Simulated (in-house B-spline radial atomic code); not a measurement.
## Te⁵⁺: [Kr] 4d10 5s1

All numbers are computed (non-relativistic TPSSh, spin-polarised, spherical fractional occupations, exact exchange averaged over the configuration; point nucleus) with a B-spline radial code for spherical atoms, not measured.

Z_r = [3n² - l(l+1)]/(2<r>); Z_e = n√(-2ε); the last column is Slater's effective charge. Values are occupation-weighted means over spin.

| shell | electrons | ε (eV) | <r> (bohr) | Z_r | Z_e | Slater |
| --- | --- | --- | --- | --- | --- | --- |
| 1s | 2 | -30519 | 0.02923 | 51.32 | 47.36 | 51.70 |
| 2s | 2 | -4626.3 | 0.1259 | 47.64 | 36.88 | 47.85 |
| 2p | 6 | -4341.6 | 0.1074 | 46.57 | 35.73 | 47.85 |
| 3s | 2 | -970.31 | 0.3351 | 40.28 | 25.33 | 40.75 |
| 3p | 6 | -851.04 | 0.326 | 38.35 | 23.73 | 40.75 |
| 3d | 10 | -630.69 | 0.2969 | 35.36 | 20.43 | 30.85 |
| 4s | 2 | -213.14 | 0.7935 | 30.25 | 15.83 | 24.25 |
| 4p | 6 | -171.77 | 0.8314 | 27.66 | 14.21 | 24.25 |
| 4d | 10 | -101.6 | 0.9463 | 22.19 | 10.93 | 12.85 |
| 5s | 1 | -63.492 | 1.875 | 20.00 | 10.80 | 8.70 |

The least bound orbital is 5s up at -63.49 eV, and it is also the most diffuse (<r> = 1.875 bohr).

The density falls to 0.001 bohr⁻³ at 3.017 bohr; Σ<r²> = 22.64 bohr² gives, by the non-relativistic formula and without the paramagnetism of open shells, a Langevin diamagnetic susceptibility of -17.93×10⁻⁶ cm³/mol.
